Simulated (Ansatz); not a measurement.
Gas-phase electronic energies from Ansatz, PBE0-D4/def2-TZVP geometries. CBS: MP2 limit from def2 TZ/QZ plus the TZ coupled-cluster correction, frozen cores. Functionals use def2-TZVPP. B3LYP here is the variant with VWN-RPA as its local correlation; programs differ in this. For Ti outer-core shells are correlated without core-valence functions, which leaves a few kJ/mol of doubt a bond. Scalar relativity is left out up to krypton. Each species was taken in one conformer, which may not be the lowest.

`C=C[SiH2]B(O)Cl` + `[OH][Ti]([Cl])([Cl])[Cl]` → `C=C[O][Ti]([Cl])([Cl])[Cl]` + `OB([SiH3])Cl`  (substitution at a C–Si bond)

`C=C[SiH2]B(O)Cl`:

```xyz
12

C    -1.287   -1.568   -0.189
C    -0.001   -1.465   -0.512
Si    1.003    0.100   -0.386
B    -0.065    1.655    0.366
O     0.261    2.333    1.483
Cl   -1.521    2.207   -0.468
H    -1.864   -0.720    0.167
H    -1.826   -2.507   -0.276
H     0.507   -2.359   -0.872
H     1.553    0.468   -1.722
H     2.183   -0.144    0.501
H     1.056    1.999    1.908
```

`[OH][Ti]([Cl])([Cl])[Cl]`:

Cartesian coordinates in Å:
```
O 0.703 -1.131 0.406
Ti -0.101 0.296 -0.196
Cl 0.919 1.003 -1.988
Cl -2.176 -0.191 -0.649
Cl -0.073 1.835 1.347
H 0.728 -1.812 1.080
```

`C=C[O][Ti]([Cl])([Cl])[Cl]`:

```xyz
10

C    -1.299    1.397    0.912
C    -0.505    1.196   -0.130
O     0.182    0.057   -0.317
Ti    1.049   -1.439   -0.506
Cl    2.324   -1.720    1.241
Cl   -0.401   -3.062   -0.642
Cl    2.254   -1.337   -2.323
H    -1.825    2.337    1.005
H    -1.435    0.642    1.675
H    -0.344    1.930   -0.914
```

`OB([SiH3])Cl`:

Z-matrix (Å, degrees):
```
Si
B 1 2.023
H 1 1.488 2 109.2
H 1 1.488 2 109.2 3 -118.0
H 1 1.486 2 112.1 3 121.0
Cl 2 1.779 1 119.0 3 59.3
O 2 1.343 1 121.8 3 -120.7
H 7 0.965 2 113.9 1 180.0
```

| level | ΔE (kJ/mol) | difference from CCSD(T)/CBS |
| --- | --- | --- |
| PBE-D4 | 25.9 | -11.2 |
| PBE0-D4 | 31.4 | -5.7 |
| B3LYP-D4 | 26.4 | -10.7 |
| ωB97X-V | 35.5 | -1.6 |
| ωB97M-V | 40.0 | 2.9 |
| r2SCAN | 27.7 | -9.4 |
| PBE0 | 29.6 | -7.5 |
| B3LYP | 22.6 | -14.5 |
| SCS-MP2/def2-TZVPP | 33.3 | -3.8 |
| HF/CBS(def2) | 28.9 | -8.2 |
| CCSD(T)/CBS | 37.1 | 0 |

Largest T1 diagnostic among the species: 0.024, so the coupled-cluster value is less sure than usual.

In def2-TZVPP, CCSD(T) changes the Hartree–Fock value by +4.0 kJ/mol (the triples alone add −3.4 kJ/mol) and MP2 by +6.7 kJ/mol. From PBE to PBE0 (25 % exact exchange), in def2-TZVPP and without D4, ΔE moves by +5.9 kJ/mol. The D4 term adds +3.8 kJ/mol with B3LYP and +1.8 kJ/mol with PBE0; it sums over pairs of atoms, weighted by their polarisabilities, and B3LYP, whose exchange is more repulsive, gets the larger term.
